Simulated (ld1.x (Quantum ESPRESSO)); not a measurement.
u(r) = r·R(r): atom against pseudo-atom (H)

Columns: radius, all-electron u(r) and pseudo u(r) of the 1s shell (level -12.68 eV) of hydrogen in the configuration 1s0.5; PBE, scalar-relativistic, RRKJ scheme, ld1.x (Quantum ESPRESSO) 7.5.

```csv
r (bohr),all-electron,pseudo
0.038,0.0790,0.0701
0.075,0.1501,0.1372
0.113,0.2175,0.2041
0.150,0.2778,0.2662
0.188,0.3347,0.3261
0.225,0.3855,0.3802
0.263,0.4331,0.4311
0.300,0.4753,0.4760
0.338,0.5146,0.5172
0.375,0.5492,0.5529
0.413,0.5812,0.5852
0.450,0.6090,0.6129
0.488,0.6346,0.6378
0.525,0.6565,0.6590
0.563,0.6764,0.6780
0.600,0.6932,0.6941
0.638,0.7081,0.7085
0.675,0.7203,0.7205
0.713,0.7309,0.7309
0.750,0.7392,0.7392
0.788,0.7460,0.7460
0.825,0.7509,0.7509
0.863,0.7545,0.7545
0.900,0.7565,0.7565
0.938,0.7572,0.7572
0.975,0.7567,0.7567
```

**Question.** How many radial nodes do the two functions have?

**Answer.** The all-electron 1s function has n − l − 1 = 0; the pseudo-wave has 0.

**Question.** At about which radius was the pseudo-wave matched?

**Answer.** 0.75 bohr. The columns agree to 0.0005 from 0.64 bohr on; several derivatives are matched, so the curves merge somewhat inside the radius.

**Question.** Where does each function peak?

**Answer.** Outermost all-electron maximum near 0.94 bohr, pseudo maximum near 0.94 bohr (to the table’s step).

**Question.** Is the pseudo-wave norm-conserving?

**Answer.** Yes: the RRKJ scheme keeps the norm inside the radius equal to the all-electron one, which fixes the energy derivative of the logarithmic derivative at the level.
